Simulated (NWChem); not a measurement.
System: PbNH3S, singlet; SMILES [NH2][Pb][SH]

Input file for NWChem:

```
start job
memory heap 200 mb stack 900 mb global 1100 mb
geometry units angstroms noautoz
  Pb    -0.254861    -0.371547     0.001139
  N      1.814863    -0.857101     0.000002
  H      2.173287    -1.806835    -0.000901
  H      2.570913    -0.178795     0.000033
  S      0.245147     2.144135     0.002528
  H     -1.064307     2.478398     0.003364
end
basis spherical
  * library def2-svpd
end
ecp
  Pb library def2-ecp
end
dft
  xc pbe0
  iterations 150
end
tddft
  cis
  nroots 6
  notriplet
end
task tddft energy
```

Low-valent species are run as closed-shell singlets; no triplet was tried in these runs. Coordinates come from a PBE0/def2-SVP optimisation. No frequency run checked for a minimum. def2 effective core potentials on Pb; no spin-orbit coupling.

Vertical excitations in the gas phase.

Question: Give the results of this calculation. (PBE0/def2-SVPD with def2 effective core potentials on Pb, TDA.) Quantities: lowest excitation, singlet (eV); lowest state with f > 0.02, singlet (eV); orbital gap (eV).

Answer: 
```yaml
lowest excitation, singlet (eV): 4.00
lowest state with f > 0.02, singlet (eV): 4.00
orbital gap (eV): 4.75
```
